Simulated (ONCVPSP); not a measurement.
# PBE ONCV dataset for Br, scalar-relativistic all-electron reference.

```
Element                 : bromine (Br)
Generator               : ONCVPSP 4.0.1
Type                    : optimised norm-conserving Vanderbilt (ONCV)
Functional              : PBE
Relativity              : scalar-relativistic
Frozen core             : [Ne]
Valence charge          : 25
Reference configuration : 3s2 3p6 3d10 4s2 4p5
Partial waves           : 3s+4s: rc 1.05 bohr, ncon 4, nbas 8, qcut 11.5 1/bohr, 3 projectors, debl 3.6 Ha; 3p+4p: rc 0.75 bohr, ncon 4, nbas 8, qcut 17.4 1/bohr, 2 projectors; 3d: rc 0.75 bohr, ncon 4, nbas 8, qcut 22.3 1/bohr, local
Local potential         : the d channel
Core correction         : polynomial model core, fcfact 0.25
```

All-electron outer shells of the reference configuration (PBE, scalar-relativistic, ld1.x):

```
shell  level (eV)  outermost node (bohr)  outermost maximum (bohr)
   2s    -1733.10                   0.06                      0.16
   2p    -1528.56                      –                      0.13
   3s     -238.08                   0.23                      0.48
   3p     -173.49                   0.21                      0.48
   3d      -66.72                      –                      0.43
   4s      -20.13                   0.67                      1.41
   4p       -7.86                   0.70                      1.66
```

What the tests gave:

```
Cutoffs needed             : 192 Ha and 215 Ha (the cutoffs (Ha) at which the residual kinetic energy of the hardest occupied pseudo-wave falls to 1 and 0.1 mHa per electron)
Ghost test                 : no bound ghost flagged; GHOST(+) flags only above 600 eV
Largest excitation error   : -7.3 meV (all-electron minus pseudo) for 3s2 3p6 3d10 4s2 4p1, out of 4 test configurations
rms error of d²Exc/dni dnj : 3.10 mHa without and 2.05 mHa with the model core
```

Generation and tests took about 6.1 s on one core of a shared server CPU.
